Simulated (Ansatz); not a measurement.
This Ansatz (an electronic-structure program) input (PBE/jun-cc-pV(T+d)Z) gives -416.36003 Eh with 87 basis functions. A basis named .json is the Basis Set Exchange file of that set (core-valence sets with the plain set on hydrogen).

Ansatz 0.2 input:
```yaml
crystal:
  periodic: [false, false, false]
  atoms:
    - {symbol: P, position_ang: [-0.00000000, -0.00000000, -0.51471894]}
    - {symbol: O, position_ang: [0.00000000, 0.00000000, 0.96509801]}
basis:
  gaussian:
    orbitals: jun-cc-pV_T+d_Z.json
hamiltonian:
  xc: {name: PBE}
magnetization: {spin_polarized: true, initial_magnetization: 1}
```

Change:
```diff
- orbitals: jun-cc-pV_T+d_Z.json
+ orbitals: 6-31G*
```

Q: What does the run give now?

A: -416.28185 Eh (PBE/6-31G*, 34 functions), a change of +78.18 mEh.
